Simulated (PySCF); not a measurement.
# The 2-electron isoelectronic series, spin-free X2C

Calculated with PySCF 2.14 from differences of total energies of unrestricted determinants, without spin-orbit coupling. Each ion has its own even-tempered basis scaled to its charge (17s7p4d3f3g for the first); frozen: nothing. Ionisation energies in eV, correlation energies of the ion in mhartree.

```tsv
ion	configuration	UHF	LDA	PBE	PBE0	r2SCAN	MP2 (all electrons)	CCSD (all electrons)	E_corr MP2	E_corr CCSD(T)	NIST (with spin-orbit, Breit and QED)
V²¹⁺	1s2 (1S)	6854.5	6832.6	6852.3	6853.1	6856.0	6855.8	6855.8	-47.3	-47.8	6851.3 (t)
Cr²²⁺	1s2 (1S)	7485.7	7462.6	7483.4	7484.2	7487.3	7487.0	7487.0	-47.5	-48.0	7481.9 (t)
Mn²³⁺	1s2 (1S)	8145.4	8121.1	8142.9	8143.8	8147.0	8146.7	8146.7	-47.8	-48.3	8140.8 (t)
Fe²⁴⁺	1s2 (1S)	8833.6	8808.1	8831.0	8831.9	8835.2	8834.9	8834.9	-48.1	-48.5	8828.2 (t)
Co²⁵⁺	1s2 (1S)	9550.4	9523.8	9547.7	9548.7	9552.1	9551.7	9551.8	-48.3	-48.8	9544.2 (t)
Ni²⁶⁺	1s2 (1S)	10296.1	10268.2	10293.3	10294.2	10297.8	10297.4	10297.4	-48.6	-49.0	10288.9 (t)
Cu²⁷⁺	1s2 (1S)	11070.7	11041.6	11067.7	11068.7	11072.4	11072.0	11072.0	-48.9	-49.3	11062.4 (t)
Zn²⁸⁺	1s2 (1S)	11874.3	11844.0	11871.3	11872.3	11876.1	11875.6	11875.6	-49.1	-49.6	11864.9 (t)
Ga²⁹⁺	1s2 (1S)	12707.1	12675.5	12704.0	12705.0	12708.9	12708.4	12708.4	-49.4	-49.8	12696.6 (t)
Ge³⁰⁺	1s2 (1S)	13569.2	13536.5	13566.0	13567.1	13571.1	13570.6	13570.6	-49.7	-50.1	13557.4 (t)
```

Each ion has its own basis, which adds noise of up to about 0.1 % along the series.

NIST values marked (s) are semi-empirical, (t) theoretical. Open shells are high-spin determinants of the terms that Hund's rules give.

At high Z the X2C-1e correlation energies are inflated by the missing two-electron picture change in the 1s pairs.
